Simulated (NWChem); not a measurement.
System: SnSe, singlet; SMILES [Se]=[Sn]

Excerpt of the output:

```
             Northwest Computational Chemistry Package (NWChem) 7.3.0
             --------------------------------------------------------

 ORDER OF PRIMARY AXIS IS BEING SET TO 4
 C4V symmetry detected

                             Geometry "geometry" -> ""
                             -------------------------

 Output coordinates in angstroms (scale by  1.889725989 to convert to a.u.)

  No.       Tag          Charge          X              Y              Z
 ---- ---------------- ---------- -------------- -------------- --------------
    1 Sn                  50.0000     0.00000000     0.00000000    -0.94632321
    2 Se                  34.0000     0.00000000     0.00000000     1.39165179

 Effective nuclear repulsion energy (a.u.)     384.7779909107

      Symmetry information
      --------------------

 Group name             C4v
 Group number             18
 Group order               8
 No. of unique centers     2

                                 NWChem DFT Module
                                 -----------------

 Summary of "ao basis" -> "ao basis" (spherical)
 ------------------------------------------------------------------------------
       Tag                 Description            Shells   Functions and Types
 ---------------- ------------------------------  ------  ---------------------
 Sn                         def2-svp                10       26   4s4p2d
 Se                         def2-svp                12       32   5s4p3d

      Symmetry analysis of basis
      --------------------------

        a1         22
        a2          0
        b1          5
        b2          5
        e          26

            General Information
            -------------------
          SCF calculation type: DFT
          Wavefunction type:  closed shell.
          No. of atoms     :     2
          No. of electrons :    56
           Alpha electrons :    28
            Beta electrons :    28
          Charge           :     0
          Spin multiplicity:     1
          Use of symmetry is: on ; symmetry adaption is: on
          Maximum number of iterations: 150
          AO basis - number of functions:    58
                     number of shells:    22
          Convergence on energy requested:  1.00D-06
          Convergence on density requested:  1.00D-05
          Convergence on gradient requested:  5.00D-04

              XC Information
              --------------
                      r^2SCAN Method XC Functional
               r^2SCAN metaGGA Exchange Functional  1.000
                     r^2SCAN Correlation Potential  1.000

             Grid Information
             ----------------
          Grid used for XC integration:  fine
          Radial quadrature: Mura-Knowles
          Angular quadrature: Lebedev.
          Tag              B.-S. Rad. Rad. Pts. Rad. Cut. Ang. Pts.
          ---              ---------- --------- --------- ---------
          Sn                  1.45      141           9.0       974
          Se                  1.15      140          10.0       974
          Grid pruning is: on
          Number of quadrature shells:   281
          Spatial weights used:  Erf1

      Superposition of Atomic Density Guess
      -------------------------------------

 Sum of atomic energies:       -2648.60752826

      Non-variational initial energy
      ------------------------------

 Total energy =   -2612.930022
 1-e energy   =   -4057.112296
 2-e energy   =    1274.879958
 HOMO         =      -0.267112
 LUMO         =      -0.045207

      Symmetry analysis of molecular orbitals - initial
      -------------------------------------------------

 !! scf_movecs_sym_adapt:   10 vectors were symmetry contaminated

  Symmetry fudging

 !! scf_movecs_sym_adapt:   10 vectors were symmetry contaminated

  Numbering of irreducible representations:

     1 a1          2 a2          3 b1          4 b2          5 e

  Orbital symmetries:

     1 a1          2 a1          3 a1          4 e           5 e
     6 a1          7 a1          8 e           9 e          10 a1
    11 a1         12 e          13 e          14 a1         15 e
    16 e          17 b2         18 b1         19 a1         20 e
    21 e          22 b2         23 b1         24 a1         25 a1
    26 e          27 e          28 a1         29 e          30 e
    31 a1         32 a1         33 a1         34 e          35 e
    36 a1         37 e          38 e

     ---------------------------------------------
      Total Density - Mulliken Population Analysis
     ---------------------------------------------

    Atom       Charge   Shell Charges
 -----------   ------   -------------------------------------------------------
    1 Sn  22    20.98   1.60  0.43  1.20  0.71  3.27  2.72  0.58  0.41  9.77  0.29
    2 Se  34    35.02   2.00  2.00  2.00  1.37  0.56  6.00  5.98  2.12  2.97  8.20  1.75  0.07

   convergence    iter        energy       DeltaE   RMS-Dens  Diis-err
 ---------------- ----- ----------------- --------- --------- ---------
 d= 0,ls=0.0,diis     1  -2615.5941819260 -2.78D+03  5.20D-02  4.17D-01
 d= 0,ls=0.0,diis     2  -2614.0619880321  1.53D+00  4.31D-02  6.06D+00
 d= 0,ls=0.0,diis     3  -2615.6797056959 -1.62D+00  3.97D-03  3.06D-02
 d= 0,ls=0.0,diis     4  -2615.6851776421 -5.47D-03  1.10D-03  2.99D-03

 !! scf_movecs_sym_adapt:    2 vectors were symmetry contaminated

  Symmetry fudging
 d= 0,ls=0.0,diis     5  -2615.6856958547 -5.18D-04  3.30D-04  3.38D-04
  Resetting Diis
 d= 0,ls=0.0,diis     6  -2615.6857502704 -5.44D-05  5.51D-05  6.25D-06
 d= 0,ls=0.0,diis     7  -2615.6857515745 -1.30D-06  5.93D-05  4.47D-07
 d= 0,ls=0.0,diis     8  -2615.6857498943  1.68D-06  4.52D-05  8.05D-06
 d= 0,ls=0.0,diis     9  -2615.6857516797 -1.79D-06  2.61D-06  2.00D-08
 d= 0,ls=0.0,diis    10  -2615.6857516844 -4.68D-09  1.93D-07  8.14D-11

         Total DFT energy =    -2615.685751684434
      One electron energy =    -4058.581550164660
           Coulomb energy =     1378.897040802661
    Exchange-Corr. energy =     -105.303558323151
 Nuclear repulsion energy =      169.302316000716

 Numeric. integr. density =       55.999999989096

                  Occupations of the irreducible representations
                  ----------------------------------------------

                     irrep           alpha         beta
                     --------     --------     --------
                     a1               12.0         12.0
                     a2                0.0          0.0
                     b1                2.0          2.0
                     b2                2.0          2.0
                     e                12.0         12.0

                       DFT Final Molecular Orbital Analysis
                       ------------------------------------

 Vector   26  Occ=2.000000D+00  E=-2.403248D-01  Symmetry=a1
              MO Center= -4.7D-17,  3.1D-17,  9.4D-02, r^2= 4.2D+00
   Bfn.  Coefficient  Atom+Function         Bfn.  Coefficient  Atom+Function
  ----- ------------  ---------------      ----- ------------  ---------------
    13      0.403783  1 Sn pz                40     -0.402449  2 Se pz
    43     -0.390494  2 Se pz                 3     -0.266273  1 Sn s
    37      0.255551  2 Se pz                 4     -0.240668  1 Sn s
    16      0.190544  1 Sn pz                31     -0.142652  2 Se s
    10     -0.132808  1 Sn pz                 7     -0.123991  1 Sn pz

 Vector   27  Occ=2.000000D+00  E=-2.329234D-01  Symmetry=e
              MO Center= -4.9D-16, -2.4D-16,  8.5D-01, r^2= 2.6D+00
   Bfn.  Coefficient  Atom+Function         Bfn.  Coefficient  Atom+Function
  ----- ------------  ---------------      ----- ------------  ---------------
    42      0.414812  2 Se py                39      0.363791  2 Se py
    41      0.283226  2 Se px                38      0.248389  2 Se px
    36     -0.232540  2 Se py                12      0.223246  1 Sn py
    35     -0.158774  2 Se px                11      0.152428  1 Sn px
    15      0.151121  1 Sn py                14      0.103183  1 Sn px

 Vector   28  Occ=2.000000D+00  E=-2.329234D-01  Symmetry=e
              MO Center= -3.3D-16,  3.9D-18,  8.5D-01, r^2= 2.6D+00
   Bfn.  Coefficient  Atom+Function         Bfn.  Coefficient  Atom+Function
  ----- ------------  ---------------      ----- ------------  ---------------
    41      0.414812  2 Se px                38      0.363791  2 Se px
    42     -0.283226  2 Se py                39     -0.248389  2 Se py
    35     -0.232540  2 Se px                11      0.223246  1 Sn px
    36      0.158774  2 Se py                12     -0.152428  1 Sn py
    14      0.151121  1 Sn px                15     -0.103183  1 Sn py

 Vector   29  Occ=0.000000D+00  E=-1.137054D-01  Symmetry=e
              MO Center= -1.0D-15,  2.0D-16, -4.9D-01, r^2= 4.1D+00
   Bfn.  Coefficient  Atom+Function         Bfn.  Coefficient  Atom+Function
  ----- ------------  ---------------      ----- ------------  ---------------
    12      0.557373  1 Sn py                15      0.511372  1 Sn py
    42     -0.407482  2 Se py                39     -0.267793  2 Se py
    36      0.169967  2 Se py                 9     -0.165910  1 Sn py
     6     -0.153630  1 Sn py                11      0.084316  1 Sn px
    14      0.077357  1 Sn px                41     -0.061641  2 Se px

[...]

                         DFT ENERGY GRADIENTS

    atom               coordinates                        gradient
                 x          y          z           x          y          z
   1 Sn      0.000000   0.000000  -1.788292    0.000000   0.000000   0.003477
   2 Se      0.000000   0.000000   2.629841    0.000000   0.000000  -0.003477
```

Level: r2SCAN/def2-SVP with def2 effective core potentials on Sn. Low-valent species are run as closed-shell singlets; no triplet was tried in these runs. Structure relaxed at the PBE0/def2-SVP level. def2 effective core potentials on Sn; no spin-orbit coupling.

Question: Reconstruct the input file.

Answer: Several could match; the one computed here: the input that was run:
```
start job
memory heap 200 mb stack 900 mb global 1100 mb
geometry units angstroms noautoz
  Sn     0.000000     0.000000    -0.946365
  Se     0.000000     0.000000     1.391610
end
basis spherical
  * library def2-svp
end
ecp
  Sn library def2-ecp
end
dft
  xc r2scan
  grid fine
  iterations 150
  mulliken
end
task dft gradient
```
